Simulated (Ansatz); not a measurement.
Consider the ligand exchange at the Si–C bond: `C[SiH2]C(Cl)Cl` + `C[NH][AlH2]` → `C[SiH2][N](C)[AlH2]` + `ClCCl`.

Program: Ansatz. Geometries: PBE0-D4/def2-TZVP. ΔE: electronic, gas phase. CBS: MP2 limit from def2 TZ/QZ plus the TZ coupled-cluster correction, frozen cores. This one scheme is used for every species. Each species was taken in one conformer, which may not be the lowest.

```tsv
species	SCS-MP2/def2-TZVPP energy (Eh)
`C[SiH2]C(Cl)Cl`	-1288.08637
`C[NH][AlH2]`	-338.27624
`C[SiH2][N](C)[AlH2]`	-667.77404
`ClCCl`	-958.61090
```

Work out ΔE.

ΔE = (-667.77404) + (-958.61090) − (-1288.08637) − (-338.27624) = -0.02233 Eh = -58.6 kJ/mol. CCSD(T)/CBS gives -55.4 kJ/mol.

Largest T1 diagnostic among the species: 0.012.

In def2-TZVPP, CCSD(T) changes the Hartree–Fock value by +7.2 kJ/mol (the triples alone add +1.2 kJ/mol) and MP2 by +6.6 kJ/mol. From PBE to PBE0 (25 % exact exchange), in def2-TZVPP and without D4, ΔE moves by −4.5 kJ/mol.
